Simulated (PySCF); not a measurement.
## Nonlinear optical response: phenyl formate (SMILES O=COc1ccccc1)

Geometry (Å), atoms numbered from 1 in this order:
```xyz
15

O     2.1070   -0.5729    1.1430
C     2.3124   -0.4709   -0.0259
O     1.3795   -0.3013   -0.9811
C     0.0496   -0.2353   -0.5925
C    -0.6858   -1.4083   -0.4629
C    -2.0344   -1.3278   -0.1241
C    -2.6344   -0.0862    0.0811
C    -1.8824    1.0799   -0.0525
C    -0.5326    1.0107   -0.3896
H     3.3080   -0.4999   -0.5146
H    -0.1979   -2.3702   -0.6307
H    -2.6200   -2.2443   -0.0205
H    -3.6925   -0.0273    0.3457
H    -2.3489    2.0549    0.1068
H     0.0740    1.9112   -0.5021
```

Computed with quadratic response CAM-B3LYP/aug-cc-pVDZ first hyperpolarisability, Taylor convention, gas phase (PySCF 2.14.0). Geometry: PBE0-D3(BJ)/def2-SVP.

Task: Give β for the processes computed.

Result: In au, Taylor convention; the vector part is βᵢ = ⅓ Σⱼ (βᵢⱼⱼ + βⱼᵢⱼ + βⱼⱼᵢ); β∥ is 3/5 of the vector part along the dipole, the dipole points from − to +:
```tsv
process	λ (nm)	β vector norm	β∥	β HRS	depolarisation ratio
static β(0;0,0)	∞	105.9	-49.3	39.7	7.64
second harmonic β(−2ω;ω,ω)	1907	110.9	-51.5	41.6	7.63
Pockels β(−ω;ω,0)	1907	107.5	-50.0	–	–
second harmonic β(−2ω;ω,ω)	1064	123.4	-57.0	46.2	7.59
Pockels β(−ω;ω,0)	1064	111.2	-51.7	–	–
```

Task: Which lowest excitations, dipole and polarisabilities go with it?

Result: S1 5.44 eV (f = 0.002); S2 5.82 eV (f = 0.002); S3 6.12 eV (f = 0.008); dipole 1.69 D; isotropic α 87.0 au static, 87.3 au at 1907 nm, 88.0 au at 1064 nm, 88.3 au at 953.5 nm, 91.2 au at 532 nm.
